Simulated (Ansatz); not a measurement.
Cost and result up the ladder for the cluster In₂As₃ (5 atoms). Charge 0, multiplicity 2. Geometry: r2SCAN-D4/def2-SVP.

```xyz
5

In    1.7896    2.2909   -0.1718
In   -1.1161   -0.9276    1.7353
As   -0.6036   -2.2473   -0.7371
As   -0.7874    1.2560    0.0332
As    0.7175   -0.3720   -0.8597
```

Ansatz on 4 threads of Arm Neoverse V2 on a shared host. Times are rough, and most runs start from the orbitals of an earlier one. r2SCAN0-D4/def2-TZVP serves as the yardstick here, not as an exact answer. Binding counts from free atoms at the same level (In doublet, As quartet; other spins of the atoms weren't run), without zero-point energy or a counterpoise term.

In the def2 sets In takes a core potential; there is no spin–orbit coupling. Another isomer (doublet) lies 1.05 eV lower at PBE0-D4/def2-TZVP; other spin states weren't run for this one.

Run but left out: HF/def2-TZVP, MP2/def2-TZVP (⟨S²⟩ 1.34, where a pure state has 0.75).

```json
{"level": "PBE-D4/def2-TZVP (with forces)", "functions": "244", "wall time": "8 s"}
{"level": "PBE0-D4/def2-TZVP", "functions": "244", "wall time": "16 s"}
{"level": "r2SCAN-D4/def2-TZVP", "functions": "244", "wall time": "18 s"}
{"level": "r2SCAN0-D4/def2-TZVP", "functions": "244", "wall time": "29 s"}
```

(1) Estimate what each level gives for the binding energy per atom (eV).

Results:

(1) 
```csv
level,binding energy per atom (eV),difference from r2SCAN0-D4/def2-TZVP (eV)
PBE-D4/def2-TZVP (with forces),2.22,0.28
PBE0-D4/def2-TZVP,2.05,0.10
r2SCAN-D4/def2-TZVP,2.08,0.14
r2SCAN0-D4/def2-TZVP,1.95,0.00
```
